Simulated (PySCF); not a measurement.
## Frontier levels across methods

Species: C₆H₇NO.
Structure used (PBE0-D3(BJ)/def2-SVP), in Å, numbered top down from 1:
```xyz
15
C6H7NO angstrom
N     -2.7493   -0.1405    0.5486
C     -1.3826   -0.1968    0.3021
C     -0.7179   -1.4274    0.1697
C      0.6565   -1.4901   -0.0226
C      1.4194   -0.3215   -0.0895
O      2.7576   -0.4375   -0.2804
C      0.7713    0.9076    0.0407
C     -0.6072    0.9686    0.2332
H     -3.1985    0.7262    0.2811
H     -3.2749   -0.9466    0.2349
H     -1.2932   -2.3559    0.2229
H      1.1622   -2.4521   -0.1257
H      3.1476    0.4419   -0.2997
H      1.3492    1.8360   -0.0100
H     -1.0897    1.9443    0.3364
```

Basis pcSseg-1 throughout (PySCF), one geometry. Geometry: PBE0-D3(BJ)/def2-SVP, one conformer, isolated molecule.

Question: How do the orbital energies, the gap and the dipole change with the method?

Answer: 
```csv
method,kind,HOMO (eV),LUMO (eV),gap (eV),μ (D),SCF cycles
BLYP,GGA,-4.23,-0.81,3.42,2.07,15
PBE,GGA,-4.39,-0.97,3.42,2.08,16
KT3,GGA,-4.44,-0.91,3.53,2.01,16
LDA,LDA,-4.58,-1.21,3.37,2.18,15
B3LYP,global hybrid,-5.24,-0.31,4.93,2.13,14
PBE0,global hybrid,-5.46,-0.14,5.31,2.14,14
mPW1PW91,global hybrid,-5.49,-0.17,5.33,2.14,14
BHandHLYP,global hybrid,-6.34,0.85,7.19,2.17,12
CAM-B3LYP,range-separated hybrid,-6.63,0.94,7.57,2.15,12
LC-wPBE,range-separated hybrid,-7.87,1.91,9.78,2.15,14
```

The HOMO spans 3.64 eV, from BLYP down to LC-wPBE, and the gap runs from 3.37 eV (LDA) to 9.78 eV (LC-wPBE). Over the methods BLYP (0 %), PBE (0 %), KT3 (0 %), LDA (0 %), B3LYP (20 %), PBE0 (25 %), mPW1PW91 (25 %), BHandHLYP (50 %), a straight line through the gap against the share of exact exchange rises by 0.75 eV for each 10 % (correlation coefficient 0.999). The dipole ranges from 2.01 D (KT3) to 2.18 D (LDA). This basis has no diffuse functions.

The vertical ΔSCF ionisation energy at PBE0/def2-SVPD is 7.37 eV; −ε(HOMO) comes closest to it with LC-wPBE (7.87 eV).
